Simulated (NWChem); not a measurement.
# BHClF; SMILES ClBF

Computed with NWChem. Coordinates come from a PBE0/def2-SVP optimisation. Ions are spin-unrestricted doublets at the neutral geometry; other ion states weren't tried.

Q: Predict the results for PBE/def2-SVP. Quantities: vertical ionisation energy, ΔSCF (eV); −ε(HOMO) (eV).

A: 
| Item | Value |
|---|---|
| vertical ionisation energy, ΔSCF (eV) | 11.89 |
| −ε(HOMO) (eV) | 7.82 |
